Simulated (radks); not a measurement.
Kr+, configuration [Ar] 3d10 4s2 4p5 (the NIST ground configuration). Method: scalar-relativistic Kohn-Sham, Slater X-alpha with alpha = 0.791, spin-polarised, spherical densities, finite nucleus; open shells are filled with parallel spins first; Fermi nuclear charge, rms radius 4.1884 fm; computed with a radial shooting solver on a logarithmic mesh with Libxc functionals.

Unscreened Slater integrals over Kohn-Sham orbitals (eV). They are taken over the spin-up orbitals.

| integral | value |
|---|---|
| F0(4p,4p) | 13.714 |
| F2(4p,4p) | 7.1552 |
| F0(4p,4s) | 14.769 |
| G1(4p,4s) | 9.8092 |
| F0(4p,3d) | 17.925 |
| F2(4p,3d) | 3.7093 |
| G1(4p,3d) | 1.2208 |
| G3(4p,3d) | 1.1344 |
| F0(4s,4s) | 16.141 |
| F0(4s,3d) | 20.639 |
| G2(4s,3d) | 1.7285 |
| F0(3d,3d) | 45.308 |
| F2(3d,3d) | 21.793 |
| F4(3d,3d) | 13.732 |

Derived for the open shells (J is the average intra-shell exchange parameter used in DFT+U). 4p: J = F2/5 = 1.431 eV.
